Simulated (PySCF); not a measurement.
A species of formula C7H10S2 has this rotational fingerprint, computed with PBE0/pcSseg-1 in PySCF (dipole) on a GFN2-xTB geometry, gas phase:

- Rotational constants: A = 2649, B = 750.2, C = 660.1 MHz
- Dipole components: |μa| = 0.40 D, |μb| = 1.09 D, |μc| = 0.42 D
- Inertial defect: -98.89 u·Å²
- κ: -0.91

Question: Which structure is it? (One computed conformer of each.)
A. `[CH:1]#[C:2][C@H:3]([S:4][S:5][CH3:6])[CH:7]1[CH2:8][CH2:9]1` with C2–C3–S4–S5 75°, C3–S4–S5–C6 -92°, C2–C3–C7–C8 -162°
B. `[CH3:1][CH:2]([CH3:3])[S:4][c:5]1[cH:6][cH:7][cH:8][s:9]1` with C1–C2–S4–C5 -72°, C2–S4–C5–C6 159° (2-(isopropylthio)thiophene)

Answer: B. It is CC(C)Sc1cccs1, a near-prolate asymmetric top, point group C1. The candidates at the same level (rigid rotor, commonest isotopes):

| SMILES | A (MHz) | B (MHz) | C (MHz) | μa (D) | μb (D) | μc (D) | Δ (u·Å²) | point group | rotor |
| --- | --- | --- | --- | --- | --- | --- | --- | --- | --- |
| CC(C)Sc1cccs1 | 2649 | 750.2 | 660.1 | 0.40 | 1.09 | 0.42 | -98.89 | C1 | near-prolate asymmetric top |
| C#C[C@H](SSC)C1CC1 | 1986 | 749.7 | 594.9 | 0.54 | 1.56 | 0.13 | -79.18 | C1 | asymmetric top |

`C#C[C@H](SSC)C1CC1` has A 25 % too low. No structure here is proved a minimum.
